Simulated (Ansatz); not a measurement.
`CC(=S)[SeH]` + H₂Se → `[SeH][SeH]` + `CC=S`  (ligand exchange at the Se–C bond)

Isolated molecules relaxed with PBE0-D4/def2-TZVP in Ansatz; ΔE leaves out vibrations. CCSD(T)/CBS adds triple-zeta CCSD(T) − MP2 to the extrapolated MP2 energy (def2 sets, frozen cores). DFT in def2-TZVPP. For Se outer-core shells are correlated without core-valence functions, which leaves a few kJ/mol of doubt a bond. Scalar relativity is left out up to krypton. One conformer a species, not always the lowest.

`CC(=S)[SeH]`:

```xyz
8

C    -0.709   -0.428   -0.224
C     0.267    0.165    0.739
S     0.131    0.093    2.349
Se    1.757    1.057   -0.013
H    -1.118    0.349   -0.877
H    -0.212   -1.162   -0.865
H    -1.521   -0.910    0.318
H     1.405    0.836   -1.427
```

H₂Se:

```xyz
3

Se    0.196    0.256    0.603
H     0.905   -0.289   -0.559
H    -1.101    0.033   -0.044
```

`[SeH][SeH]`:

Cartesian coordinates in Å:
```
Se -1.180 -0.438 -0.175
Se 0.452 1.160 0.255
H -0.490 -1.081 -1.306
H 1.218 0.359 1.225
```

`CC=S`:

Cartesian coordinates in Å:
```
C 0.498 0.173 0.420
C -0.564 -0.269 -0.515
S -1.871 0.570 -0.935
H 1.467 0.164 -0.091
H 0.584 -0.543 1.246
H 0.300 1.168 0.816
H -0.413 -1.264 -0.941
```

CCSD(T)/CBS gives -3.0 kcal/mol.

(1) Another level gave -4.3 kcal/mol. Which?
A. HF/def2-TZVPP
B. PBE-D4/def2-TZVPP
C. ωB97M-V/def2-TZVPP
D. PBE/def2-TZVPP

Largest T1 diagnostic among the species: 0.016.

Answers

(1) C. ωB97M-V -4.3, PBE-D4 -2.1, PBE -3.1, HF/def2-TZVPP -8.8 kcal/mol.

From PBE to PBE0 (25 % exact exchange), in def2-TZVPP and without D4, ΔE moves by −1.1 kcal/mol. The D4 term adds +1.6 kcal/mol with B3LYP and +0.9 kcal/mol with PBE0; it sums over pairs of atoms, weighted by their polarisabilities, and B3LYP, whose exchange is more repulsive, gets the larger term.

B3LYP here is the variant with VWN-RPA as its local correlation; programs differ in this.
